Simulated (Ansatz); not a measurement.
The molecule SeF, multiplicity 4 (not the ground state: that is measured with 2S+1 = 2). No spin–orbit coupling. Se is treated without relativity.

Seven points along R, fitted to fifth degree in 1/R; most abundant isotopes. Runs in def2 and cc sets follow the lowest solution found near the PBE0 minimum.

The values were computed with Ansatz (Gaussian orbitals). Values without a source in brackets are computed.

```json
[
 {"level": "PBE/def2-TZVPP", "r_e (Å)": "2.042", "ω_e (cm⁻¹)": "403", "ω_e x_e (cm⁻¹)": "2.1", "α_e (cm⁻¹)": "0.0019", "dipole (D)": "2.53"},
 {"level": "PBE0/def2-TZVPP", "r_e (Å)": "1.998", "ω_e (cm⁻¹)": "431", "ω_e x_e (cm⁻¹)": "2.4", "α_e (cm⁻¹)": "0.0019", "dipole (D)": "2.85"},
 {"level": "wB97X-V/def2-TZVPP", "r_e (Å)": "1.995", "ω_e (cm⁻¹)": "444", "ω_e x_e (cm⁻¹)": "2.4", "α_e (cm⁻¹)": "0.0018", "dipole (D)": "2.93"},
 {"level": "CCSD/def2-TZVPP", "r_e (Å)": "1.991", "ω_e (cm⁻¹)": "437", "ω_e x_e (cm⁻¹)": "2.5", "α_e (cm⁻¹)": "0.0020", "dipole (D)": "-"},
 {"level": "CCSD(T)/def2-TZVPP", "r_e (Å)": "1.990", "ω_e (cm⁻¹)": "454", "ω_e x_e (cm⁻¹)": "1.4", "α_e (cm⁻¹)": "0.0014", "dipole (D)": "-"}
]
```

Correlated levels freeze the inner cores; with def2 sets outer-core shells near the valence are correlated too.

Ansatz is a quantum-chemistry and plane-wave program.
